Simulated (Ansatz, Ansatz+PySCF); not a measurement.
```
atom    x (Å)    y (Å)    z (Å)
   O  -0.0102   0.0026  -0.1574
   H   0.0143  -0.0464   0.8561
```

Basis set: aug-cc-pVDZ (spherical functions). Correlated methods keep 1 orbital frozen. Charge 0, multiplicity 2.

Computed with Ansatz (development build ahead of 0.2.0); each method stands on the lowest determinant of its kind that the runs found.

The atomization energy at this shape (free ground-state atoms in the same class of orbitals less the molecule, no zero-point energy) of doublet OH:

```csv
method,atomization energy
UHF-MP2,99.12 kcal/mol
```

(1) What does UHF give?

## Answers

(1) 65.68 kcal/mol.
